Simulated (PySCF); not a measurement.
C₃H₁₂Si₃, SMILES [SiH3]C[C@H]1C[SiH2][SiH2]1.

Geometry: PBE0-D3(BJ)/def2-SVP. The structure was generated by enumeration; whether it is a known compound was not checked. One conformer was computed; it need not be the lowest.

Level of theory: PBE0-D3(BJ)/def2-SVP (PySCF 2.14.0).

Frequencies are harmonic and unscaled.

Task: Give all harmonic wavenumbers and intensities. (An estimate is asked for; the answer gives what the named calculation found.)

Result: 
```
mode  ν (cm⁻¹)  IR (km/mol)  moving atoms (share of kinetic energy)
----  --------  -----------  --------------------------------------
1           66          0.5                 H 42 %, C 32 %, Si 26 %
2           91          0.2                 H 42 %, C 32 %, Si 26 %
3          135          0.4                 Si 37 %, H 34 %, C 29 %
4          150          0.0                  H 76 %, C 15 %, Si 8 %
5          237          0.4                 Si 63 %, H 21 %, C 16 %
6          290          3.2                 H 59 %, C 25 %, Si 16 %
7          327          1.2                 H 51 %, C 39 %, Si 11 %
8          405          9.8                 H 61 %, Si 23 %, C 15 %
9          425          0.5                         Si 65 %, H 30 %
10         488          0.8                         H 68 %, Si 30 %
11         503          2.8                                  H 93 %
12         541          8.9                 H 58 %, Si 24 %, C 18 %
13         608         16.5                 H 78 %, Si 12 %, C 10 %
14         632          8.9                  H 81 %, Si 10 %, C 9 %
15         665         77.6                  H 77 %, C 13 %, Si 9 %
16         684         27.2                 H 41 %, C 41 %, Si 18 %
17         714         29.9                 C 42 %, H 40 %, Si 18 %
18         752         98.9                 H 68 %, Si 18 %, C 15 %
19         758          6.1                 H 51 %, C 37 %, Si 11 %
20         808         57.8                          H 61 %, C 33 %
21         847         49.6                          H 63 %, C 31 %
22         919        313.1                          H 91 %, Si 9 %
23         923        102.3                                  H 90 %
24         935         31.1                                  H 94 %
25         943         41.7                                  H 97 %
26         951         49.6                                  H 92 %
27         957         11.2                          C 52 %, H 46 %
28        1037          5.2                                  H 94 %
29        1095          2.1                          C 54 %, H 46 %
30        1110         14.3                          H 73 %, C 26 %
31        1168          2.8                          H 66 %, C 33 %
32        1222          6.3                          H 66 %, C 33 %
33        1242          1.1                          H 71 %, C 29 %
34        1331          2.7                          H 73 %, C 26 %
35        1416          6.9                           H 91 %, C 9 %
36        1421          5.9                           H 91 %, C 9 %
37        2205         91.2                                  H 97 %
38        2216         85.9                                  H 97 %
39        2218         85.5                                  H 98 %
40        2223        213.5                                  H 96 %
41        2225         33.4                                  H 97 %
42        2228         87.1                                  H 96 %
43        2232        153.0                                  H 96 %
44        3034          2.7                                  H 93 %
45        3049          9.2                                  H 94 %
46        3054         11.2                                  H 94 %
47        3107          5.5                           H 91 %, C 9 %
48        3121          6.6                           H 91 %, C 9 %
```
